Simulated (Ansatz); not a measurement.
## H6N2Sn: structure from calculated spectroscopic constants

These gas-phase data were calculated for one isomer of H6N2Sn at PBE0-D4/def2-SVP (harmonic, unscaled wavenumbers; equilibrium rotational constants with average atomic masses):

* rotational constants: 25.42, 3.034, 2.882 GHz
* all wavenumbers above 1500 cm⁻¹: 3564, 3517, 3474, 1952, 1923, 1898, 1659

Candidates:

(1) `[NH2][SnH2][NH2]`, a singlet
(2) `N[NH][SnH3]`, a singlet

Question: Which candidate do the data belong to?

Answer: Candidate (2). 3 modes lie between 3250 and 3800 cm⁻¹, one for each N–H bond, while (1) has 4.

The same quantities for all candidates:

```tsv
	rotational constants (GHz)	wavenumbers above 1500 cm⁻¹	E above the lowest, PBE0-D4/def2-SVP (kcal/mol)
(1)	11.64, 4.723, 3.7	3653, 3653, 3551, 3551, 1961, 1953, 1540, 1540	0.0
(2)	25.42, 3.034, 2.882	3564, 3517, 3474, 1952, 1923, 1898, 1659	34.8
```

Harmonic stretches to hydrogen usually lie a few per cent above observed fundamentals. Each candidate is one conformer. Atoms past krypton carry core potentials. Programs: Ansatz 0.2.0.
